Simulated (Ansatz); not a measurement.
Ansatz (a program for electronic structure) input (B3LYP-D3(BJ)/def2-TZVP):

Ansatz 0.2 input:
```yaml
crystal:
  periodic: [false, false, false]
  atoms:
    - {symbol: Si, position_ang: [1.58167618, 0.42808403, 0.03889282]}
    - {symbol: F, position_ang: [1.02158134, 0.84500103, 1.46084336]}
    - {symbol: O, position_ang: [0.07791478, -0.22683101, -0.57819065]}
    - {symbol: Si, position_ang: [-1.60146061, -0.31214927, 0.22522095]}
    - {symbol: H, position_ang: [2.44551076, -0.72066484, 0.16072984]}
    - {symbol: H, position_ang: [1.81939141, 1.60403411, -0.76184859]}
    - {symbol: H, position_ang: [-1.90977675, 1.10434461, 0.32368680]}
    - {symbol: H, position_ang: [-2.24228536, -1.06278768, -0.84751306]}
    - {symbol: H, position_ang: [-1.27185402, -1.03514086, 1.44049808]}
    - {symbol: H, position_ang: [0.11841686, -0.58844080, -1.47114875]}
basis:
  gaussian:
    orbitals: def2-TZVP
hamiltonian:
  xc: b3lyp
  dispersion: d3bj
total_charge: 1
relax: {f_tol: 0.002, max_steps: 150}
```

Output:

```
Functional definition: B3LYP
integrals: 0.09 GiB planned
1093 factors; their error is unknown
mean field: 0.79 GiB planned
mean field evaluation 1: about -20603.4067 eV, gradient 9.4e1 eV
mean field evaluation 2: about -20573.1822 eV, gradient 1.6e2 eV
mean field evaluation 4: about -20616.2206 eV, gradient 8.5e0 eV
mean field evaluation 8: about -20616.3209 eV, gradient 2.3e-2 eV
mean field evaluation 16: about -20616.3820 eV, gradient 4.0e-5 eV
mean field -20616.38202218 eV, -757.6380650296 hartree, gradient 4.0e-5 eV, S^2 0.000000; 0 other end points of the search recorded, 0 dependent functions left out
the calculation of the forces begins
reference -20616.38231101 eV, -757.6380756439 hartree; 25, 25 occupied and 147, 147 virtual orbitals, 1093 factors
relax step   1: F+E_penalty+E_count = -20616.73707524 eV  Δ(F+E_penalty+E_count) = +0.000e0 eV  max|allowed force component| = 9.017e-1 eV/Å  Δτ_max = 0.0000 Å  (25 SCF iters, accepted)
these checks for a lower state are left out or cut short: starts, cluster_reference, orbital_swaps, neighbouring_geometries, increment
integrals: 0.09 GiB planned
1093 factors; their error is unknown
mean field: 0.79 GiB planned
mean field -20616.46202348 eV, -757.6410050230 hartree, gradient 8.0e-6 eV, S^2 0.000000; 0 other end points of the search recorded, 0 dependent functions left out
the calculation of the forces begins
reference -20616.46231551 eV, -757.6410157549 hartree; 25, 25 occupied and 147, 147 virtual orbitals, 1093 factors
relax step   2: F+E_penalty+E_count = -20616.81311489 eV  Δ(F+E_penalty+E_count) = -7.604e-2 eV  max|allowed force component| = 5.026e-1 eV/Å  Δτ_max = 0.0831 Å  (29 SCF iters, accepted)
these checks for a lower state are left out or cut short: starts, cluster_reference, orbital_swaps, neighbouring_geometries, increment
integrals: 0.09 GiB planned
1093 factors; their error is unknown
mean field: 0.79 GiB planned
mean field -20616.47281158 eV, -757.6414014784 hartree, gradient 8.2e-6 eV, S^2 0.000000; 0 other end points of the search recorded, 0 dependent functions left out
the calculation of the forces begins
reference -20616.47310312 eV, -757.6414121923 hartree; 25, 25 occupied and 147, 147 virtual orbitals, 1093 factors
relax step   3: F+E_penalty+E_count = -20616.82558424 eV  Δ(F+E_penalty+E_count) = -1.247e-2 eV  max|allowed force component| = 2.227e-1 eV/Å  Δτ_max = 0.0252 Å  (30 SCF iters, accepted)
these checks for a lower state are left out or cut short: starts, cluster_reference, orbital_swaps, neighbouring_geometries, increment
integrals: 0.09 GiB planned
1093 factors; their error is unknown
mean field: 0.79 GiB planned
mean field evaluation 32: about -20616.4127 eV, gradient 9.4e-3 eV
mean field -20616.47511799 eV, -757.6414862373 hartree, gradient 8.3e-6 eV, S^2 0.000000; 0 other end points of the search recorded, 0 dependent functions left out
the calculation of the forces begins
reference -20616.47540909 eV, -757.6414969349 hartree; 25, 25 occupied and 147, 147 virtual orbitals, 1093 factors
relax step   4: F+E_penalty+E_count = -20616.82835939 eV  Δ(F+E_penalty+E_count) = -2.775e-3 eV  max|allowed force component| = 8.445e-2 eV/Å  Δτ_max = 0.0327 Å  (30 SCF iters, accepted)
these checks for a lower state are left out or cut short: starts, cluster_reference, orbital_swaps, neighbouring_geometries, increment
integrals: 0.09 GiB planned
1093 factors; their error is unknown
mean field: 0.79 GiB planned
mean field -20616.47537304 eV, -757.6414956103 hartree, gradient 8.2e-6 eV, S^2 0.000000; 0 other end points of the search recorded, 0 dependent functions left out
the calculation of the forces begins
reference -20616.47566394 eV, -757.6415063008 hartree; 25, 25 occupied and 147, 147 virtual orbitals, 1093 factors
relax step   5: F+E_penalty+E_count = -20616.82890804 eV  Δ(F+E_penalty+E_count) = -5.486e-4 eV  max|allowed force component| = 1.302e-2 eV/Å  Δτ_max = 0.0232 Å  (30 SCF iters, accepted)
these checks for a lower state are left out or cut short: starts, cluster_reference, orbital_swaps, neighbouring_geometries, increment
integrals: 0.09 GiB planned
1093 factors; their error is unknown
mean field: 0.79 GiB planned
[...]
mean field -20616.49237213 eV, -757.6421203152 hartree, gradient 8.2e-6 eV, S^2 0.000000; 0 other end points of the search recorded, 0 dependent functions left out
the calculation of the forces begins
reference -20616.49265856 eV, -757.6421308413 hartree; 25, 25 occupied and 147, 147 virtual orbitals, 1093 factors
relax step  29: F+E_penalty+E_count = -20616.84612026 eV  Δ(F+E_penalty+E_count) = -2.842e-3 eV  max|allowed force component| = 1.112e-1 eV/Å  Δτ_max = 0.0128 Å  (30 SCF iters, accepted)
these checks for a lower state are left out or cut short: starts, cluster_reference, orbital_swaps, neighbouring_geometries, increment
integrals: 0.09 GiB planned
1093 factors; their error is unknown
mean field: 0.79 GiB planned
mean field -20616.49465132 eV, -757.6422040740 hartree, gradient 8.3e-6 eV, S^2 0.000000; 0 other end points of the search recorded, 0 dependent functions left out
the calculation of the forces begins
reference -20616.49493660 eV, -757.6422145579 hartree; 25, 25 occupied and 147, 147 virtual orbitals, 1093 factors
relax step  30: F+E_penalty+E_count = -20616.84828077 eV  Δ(F+E_penalty+E_count) = -2.161e-3 eV  max|allowed force component| = 3.910e-2 eV/Å  Δτ_max = 0.0776 Å  (29 SCF iters, accepted)
these checks for a lower state are left out or cut short: starts, cluster_reference, orbital_swaps, neighbouring_geometries, increment
integrals: 0.09 GiB planned
1093 factors; their error is unknown
mean field: 0.78 GiB planned
mean field -20616.49643770 eV, -757.6422697224 hartree, gradient 1.0e-5 eV, S^2 0.000000; 0 other end points of the search recorded, 0 dependent functions left out
the calculation of the forces begins
reference -20616.49672116 eV, -757.6422801394 hartree; 25, 25 occupied and 147, 147 virtual orbitals, 1093 factors
relax step  31: F+E_penalty+E_count = -20616.84954794 eV  Δ(F+E_penalty+E_count) = -1.267e-3 eV  max|allowed force component| = 1.896e-1 eV/Å  Δτ_max = 0.1450 Å  (28 SCF iters, accepted)
these checks for a lower state are left out or cut short: starts, cluster_reference, orbital_swaps, neighbouring_geometries, increment
integrals: 0.09 GiB planned
1093 factors; their error is unknown
mean field: 0.78 GiB planned
mean field evaluation 224: about -20616.4973 eV, gradient 1.9e-1 eV
mean field -20616.49736787 eV, -757.6423039056 hartree, gradient 7.8e-6 eV, S^2 0.000000; 0 other end points of the search recorded, 0 dependent functions left out
the calculation of the forces begins
reference -20616.49765144 eV, -757.6423143265 hartree; 25, 25 occupied and 147, 147 virtual orbitals, 1093 factors
relax step  32: F+E_penalty+E_count = -20616.85028268 eV  Δ(F+E_penalty+E_count) = -7.347e-4 eV  max|allowed force component| = 8.221e-2 eV/Å  Δτ_max = 0.0069 Å  (30 SCF iters, accepted)
these checks for a lower state are left out or cut short: starts, cluster_reference, orbital_swaps, neighbouring_geometries, increment
integrals: 0.09 GiB planned
1093 factors; their error is unknown
mean field: 0.78 GiB planned
mean field -20616.49792187 eV, -757.6423242644 hartree, gradient 7.9e-6 eV, S^2 0.000000; 0 other end points of the search recorded, 0 dependent functions left out
the calculation of the forces begins
reference -20616.49820519 eV, -757.6423346764 hartree; 25, 25 occupied and 147, 147 virtual orbitals, 1093 factors
relax step  33: F+E_penalty+E_count = -20616.85065249 eV  Δ(F+E_penalty+E_count) = -3.698e-4 eV  max|allowed force component| = 6.991e-3 eV/Å  Δτ_max = 0.0239 Å  (29 SCF iters, accepted)
these checks for a lower state are left out or cut short: starts, cluster_reference, orbital_swaps, neighbouring_geometries, increment
integrals: 0.09 GiB planned
1093 factors; their error is unknown
mean field: 0.78 GiB planned
mean field -20616.49855999 eV, -757.6423477148 hartree, gradient 8.2e-6 eV, S^2 0.000000; 0 other end points of the search recorded, 0 dependent functions left out
the calculation of the forces begins
reference -20616.49884278 eV, -757.6423581073 hartree; 25, 25 occupied and 147, 147 virtual orbitals, 1093 factors
relax step  34: F+E_penalty+E_count = -20616.85085994 eV  Δ(F+E_penalty+E_count) = -2.074e-4 eV  max|allowed force component| = 2.106e-2 eV/Å  Δτ_max = 0.0673 Å  (29 SCF iters, accepted)
these checks for a lower state are left out or cut short: starts, cluster_reference, orbital_swaps, neighbouring_geometries, increment
integrals: 0.09 GiB planned
1093 factors; their error is unknown
mean field: 0.78 GiB planned
mean field -20616.49857544 eV, -757.6423482828 hartree, gradient 7.8e-6 eV, S^2 0.000000; 0 other end points of the search recorded, 0 dependent functions left out
the calculation of the forces begins
reference -20616.49885813 eV, -757.6423586714 hartree; 25, 25 occupied and 147, 147 virtual orbitals, 1093 factors
relax step  35: F+E_penalty+E_count = -20616.85092478 eV  Δ(F+E_penalty+E_count) = -6.484e-5 eV  max|allowed force component| = 1.368e-2 eV/Å  Δτ_max = 0.0101 Å  (29 SCF iters, accepted)
these checks for a lower state are left out or cut short: starts, cluster_reference, orbital_swaps, neighbouring_geometries, increment
integrals: 0.09 GiB planned
1093 factors; their error is unknown
mean field: 0.78 GiB planned
mean field evaluation 256: about -20616.4986 eV, gradient 7.8e-6 eV
mean field -20616.49858723 eV, -757.6423487159 hartree, gradient 7.8e-6 eV, S^2 0.000000; 0 other end points of the search recorded, 0 dependent functions left out
the calculation of the forces begins
reference -20616.49886987 eV, -757.6423591030 hartree; 25, 25 occupied and 147, 147 virtual orbitals, 1093 factors
relax step  36: F+E_penalty+E_count = -20616.85093793 eV  Δ(F+E_penalty+E_count) = -1.316e-5 eV  max|allowed force component| = 6.661e-3 eV/Å  Δτ_max = 0.0065 Å  (30 SCF iters, accepted)
these checks for a lower state are left out or cut short: starts, cluster_reference, orbital_swaps, neighbouring_geometries, increment
integrals: 0.09 GiB planned
1093 factors; their error is unknown
mean field: 0.78 GiB planned
mean field -20616.49858956 eV, -757.6423488017 hartree, gradient 7.8e-6 eV, S^2 0.000000; 0 other end points of the search recorded, 0 dependent functions left out
the calculation of the forces begins
reference -20616.49887217 eV, -757.6423591874 hartree; 25, 25 occupied and 147, 147 virtual orbitals, 1093 factors
relax step  37: F+E_penalty+E_count = -20616.85094752 eV  Δ(F+E_penalty+E_count) = -9.586e-6 eV  max|allowed force component| = 4.741e-3 eV/Å  Δτ_max = 0.0077 Å  (30 SCF iters, accepted)
these checks for a lower state are left out or cut short: starts, cluster_reference, orbital_swaps, neighbouring_geometries, increment
integrals: 0.09 GiB planned
1093 factors; their error is unknown
mean field: 0.78 GiB planned
mean field -20616.49858993 eV, -757.6423488155 hartree, gradient 7.8e-6 eV, S^2 0.000000; 0 other end points of the search recorded, 0 dependent functions left out
the calculation of the forces begins
reference -20616.49887253 eV, -757.6423592006 hartree; 25, 25 occupied and 147, 147 virtual orbitals, 1093 factors
relax step  38: F+E_penalty+E_count = -20616.85095172 eV  Δ(F+E_penalty+E_count) = -4.203e-6 eV  max|allowed force component| = 5.121e-3 eV/Å  Δτ_max = 0.0063 Å  (30 SCF iters, accepted)
these checks for a lower state are left out or cut short: starts, cluster_reference, orbital_swaps, neighbouring_geometries, increment
integrals: 0.09 GiB planned
1093 factors; their error is unknown
mean field: 0.78 GiB planned
mean field -20616.49857207 eV, -757.6423481590 hartree, gradient 1.1e-5 eV, S^2 0.000000; 0 other end points of the search recorded, 0 dependent functions left out
the calculation of the forces begins
reference -20616.49885468 eV, -757.6423585445 hartree; 25, 25 occupied and 147, 147 virtual orbitals, 1093 factors
relax step  39: F+E_penalty+E_count = -20616.85095331 eV  Δ(F+E_penalty+E_count) = -1.581e-6 eV  max|allowed force component| = 3.365e-3 eV/Å  Δτ_max = 0.0031 Å  (22 SCF iters, accepted)
these checks for a lower state are left out or cut short: starts, cluster_reference, orbital_swaps, neighbouring_geometries, increment
integrals: 0.09 GiB planned
1093 factors; their error is unknown
mean field: 0.78 GiB planned
mean field -20616.49857820 eV, -757.6423483844 hartree, gradient 1.1e-5 eV, S^2 0.000000; 0 other end points of the search recorded, 0 dependent functions left out
the calculation of the forces begins
reference -20616.49886082 eV, -757.6423587702 hartree; 25, 25 occupied and 147, 147 virtual orbitals, 1093 factors
relax step  40: F+E_penalty+E_count = -20616.85095431 eV  Δ(F+E_penalty+E_count) = -1.009e-6 eV  max|allowed force component| = 1.576e-3 eV/Å  Δτ_max = 0.0012 Å  (21 SCF iters, accepted)
integrals: 0.09 GiB planned
1093 factors; their error is unknown
mean field: 0.78 GiB planned
mean field evaluation 288: about -20616.3499 eV, gradient 7.8e0 eV
mean field -20616.49857820 eV, -757.6423483844 hartree, gradient 1.1e-5 eV, S^2 0.000000; 1 other end points of the search recorded, 0 dependent functions left out
the calculation of the forces begins
reference -20616.49886082 eV, -757.6423587702 hartree; 25, 25 occupied and 147, 147 virtual orbitals, 1093 factors
Total energy: -20616.85123693 eV, -757.6553083534 hartree
Atom 0 at     1.525392     0.531230     0.003505 Å, force     0.001187     0.000738     0.000377 eV/Å
Atom 1 at     1.569284     0.651546     1.570554 Å, force    -0.000428    -0.000247    -0.000509 eV/Å
Atom 2 at     0.142217    -0.545928    -0.279933 Å, force    -0.001576    -0.000504     0.000363 eV/Å
Atom 3 at    -1.610215    -0.221223     0.050241 Å, force     0.000124     0.000330    -0.000414 eV/Å
Atom 4 at     2.640641    -0.238898    -0.542585 Å, force    -0.000360    -0.000376    -0.000003 eV/Å
Atom 5 at     1.115883     1.784351    -0.621937 Å, force    -0.000353    -0.000174    -0.000010 eV/Å
Atom 6 at    -1.530148     1.200925     0.396640 Å, force     0.000289    -0.000149     0.000200 eV/Å
Atom 7 at    -2.253939    -0.533181    -1.229074 Å, force     0.000002    -0.000174     0.000369 eV/Å
Atom 8 at    -1.927561    -1.130787     1.154760 Å, force     0.000085     0.000169    -0.000294 eV/Å
Atom 9 at     0.367560    -1.462584    -0.510999 Å, force     0.001031     0.000387    -0.000079 eV/Å
Dipole moment:    -0.263251    -0.395337    -0.569205 e Å
```

It need not be the lowest isomer of its formula.
